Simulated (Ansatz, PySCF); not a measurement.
This PySCF input computes a r2SCAN/def2-TZVPD energy:

```python
from pyscf import gto, scf, dft

mol = gto.M(
    atom='''
    Se   -0.00000000   -0.00000000   -1.69647763
    C     0.00000000    0.00000000    0.00000000
    Se    0.00000000    0.00000000    1.69647763
    ''',
    basis='def2-tzvpd',
    charge=0,
    spin=0,
    verbose=4,
)

mf = dft.RKS(mol, xc='r2scan').density_fit(auxbasis='def2-universal-jkfit')
mf.grids.level = 4
mf.conv_tol = 1e-9
mf.max_cycle = 100
mf.max_memory = 1500
mf.kernel()
if not mf.converged:
    mf = mf.newton()
    mf.kernel(mf.make_rdm1())
mf.analyze()
```

### Question
Write an input for the same energy in Ansatz (a program for electronic structure) and say what it gives.

### Answer

Ansatz 0.2 input:
```yaml
crystal:
  periodic: [false, false, false]
  atoms:
    - {symbol: Se, position_ang: [-0.00000000, -0.00000000, -1.69647763]}
    - {symbol: C, position_ang: [0.00000000, 0.00000000, 0.00000000]}
    - {symbol: Se, position_ang: [0.00000000, 0.00000000, 1.69647763]}
basis:
  gaussian:
    orbitals: def2-TZVPD
hamiltonian:
  xc: {name: r2SCAN}
output: {forces: true}
```
It gives -4841.17314 Eh, and PySCF -4841.17315 Eh, a difference of 0.01 mEh.
